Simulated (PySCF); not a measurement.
## Pm⁵²⁺: fine-structure interval

Pm⁵²⁺ [He] 2s2 2p5 [2p1/2^2 2p3/2^3, M_J = 3/2] → Pm⁵²⁺ [He] 2s2 2p5 [2p1/2^1 2p3/2^4, M_J = 1/2], as a difference of total energies. Calculation: PySCF 2.14, in an even-tempered Gaussian basis (17 s from 32 bohr⁻², ratio 2.4; 13 p from 42 bohr⁻², ratio 2.4; 5 d from 150 bohr⁻², ratio 2.6; 4 f from 220 bohr⁻², ratio 2.6); the two-component X2C-1e Hamiltonian. Correlated levels: nothing frozen; the 32 highest virtual spinors dropped. "Screened" scales the spin-orbit matrix elements by Boettger's factors to mimic the two-electron term; Breit and QED terms are absent.

```
                    method  fine-structure interval (cm⁻¹)
 GHF (screened spin-orbit)                         4720000
GMP2 (screened spin-orbit)                         4721200
     GHF (bare spin-orbit)                         4891800
```
